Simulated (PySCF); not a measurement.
# Si²⁺ (silicon, charge +2) across methods

[Ne] 3s2, closed-shell 1S. All numbers are calculated (PySCF 2.14, the spin-free X2C one-electron Hamiltonian (Gaussian nucleus), in aug-cc-pVQZ-DK (7s6p4d3f2g, 84 functions)).

| method | E (hartree) | mean ε 2s (eV) | mean ε 2p (eV) | mean ε 3s (eV) | Σ⟨r²⟩ (bohr²) | ⟨S²⟩ |
| --- | --- | --- | --- | --- | --- | --- |
| LDA | -287.9106 | -160.35 | -117.36 | -28.668 | 11.67 | 0.000 |
| CAM-B3LYP | -289.0938 | -169.06 | -123.73 | -31.207 | 11.72 | 0.000 |
| PBE | -288.9365 | -161.08 | -117.26 | -28.538 | 11.70 | 0.000 |
| r2SCAN | -289.0430 | -165.04 | -119.28 | -28.721 | 11.78 | 0.000 |
| revPBE | -289.0300 | -161.16 | -117.18 | -28.481 | 11.73 | 0.000 |
| TPSS | -289.0952 | -162.57 | -117.75 | -28.600 | 11.73 | 0.000 |
| UHF | -288.59913 | -189.75 | -137.14 | -32.229 | 11.91 | 0.000 |
| wB97X-V | -289.0415 | -169.94 | -124.37 | -32.118 | 11.76 | 0.000 |
| PBE0 | -288.9596 | -168.56 | -122.52 | -29.694 | 11.72 | 0.000 |
